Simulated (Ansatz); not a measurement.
`BOCN`. The species carries charge 0 and has multiplicity 1. The structure was optimised at the PBE0-D4/def2-TZVP level. It is one conformer, not always the lowest.

```xyz
10

B     1.565    0.732   -0.313
O     0.323    0.420   -0.704
C    -0.410   -0.667   -0.109
N    -1.603   -0.262    0.533
H     2.103    0.098    0.558
H     2.097    1.656   -0.858
H     0.243   -1.174    0.606
H    -0.653   -1.349   -0.926
H    -2.240    0.195   -0.104
H    -1.425    0.352    1.316
```

(1) What is the dipole moment at B3LYP/def2-TZVPP? (An estimate is asked.)

(2) And with PBE, r2SCAN, ωB97M-V? (Best estimate.)

(3) Give the Mulliken charges with B3LYP, PBE, r2SCAN in def2-TZVPP. (An estimate is asked.)

Answers

(1) Computed: 0.92 D, with components (-0.79, -0.17, 0.44) D in this frame, pointing from negative to positive charge.

(2) The calculation gave: PBE 1.07 D, r2SCAN 0.99 D, ωB97M-V 0.90 D.

(3) Computed: 
```
atom  B3LYP    PBE  r2SCAN
  B1   0.02   0.00    0.10
  O2  -0.26  -0.18   -0.27
  C3   0.11   0.08    0.21
  N4  -0.33  -0.33   -0.36
  H5  -0.01  -0.03   -0.04
  H6   0.01  -0.01   -0.02
  H7   0.08   0.07    0.05
  H8   0.10   0.10    0.05
  H9   0.14   0.15    0.15
 H10   0.13   0.15    0.14
```

B3LYP here is the variant with VWN-RPA as its local correlation; programs differ in this.
